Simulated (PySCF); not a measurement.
## Polarisability and C₆ of Sc⁺ (scandium, charge +1)

[Ar] 3d1 4s1, high-spin 3D determinant. Computed with PySCF 2.14 in aug-cc-pVQZ-DK, with scalar relativity by spin-free X2C-1e. Coupled (time-dependent) response in atomic units; α is the mean over directions.

| method | mean α (bohr³) | α xx, yy, zz | C₆ (like pair) | S(−4) |
| --- | --- | --- | --- | --- |
| UHF | 76.35 | 75.15, 75.15, 78.75 | 564.2 | 5350 |

S(−4) is the Cauchy moment in α(ω) = α(0) + S(−4) ω² + …

α(iu) at UHF:

```tsv
u (hartree)	α(iu) (bohr³)
0	76.35
0.0500	65.09
0.100	45.77
0.200	22.43
0.300	13.27
0.500	6.908
0.750	4.297
1.00	3.106
1.50	1.918
2.00	1.309
3.00	0.7132
5.00	0.3037
```

For an ion, C₆ is the dispersion term alone; charge-induced terms of lower order in 1/R come first.

The components differ because the open shell of this determinant is not spherical; for a pure term their mean is the scalar polarisability.
